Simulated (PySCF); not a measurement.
CHNO, SMILES N=C=O. The structure is a stationary point at PBE0-D3(BJ)/def2-TZVP.

Give the equilibrium geometry at PBE0-D3(BJ)/def2-TZVP (PySCF confirms it by a frequency run) as Cartesian coordinates in Å, and its point group. (The exact figures need the calculation; the answer reports its results.)

point group Cs.
```xyz
4

N     -0.1225    -1.1550     0.0000
C      0.0194     0.0448     0.0000
O      0.0148     1.2056     0.0000
H      0.6225    -1.8285     0.0000
```
Charge 0, spin multiplicity 1.
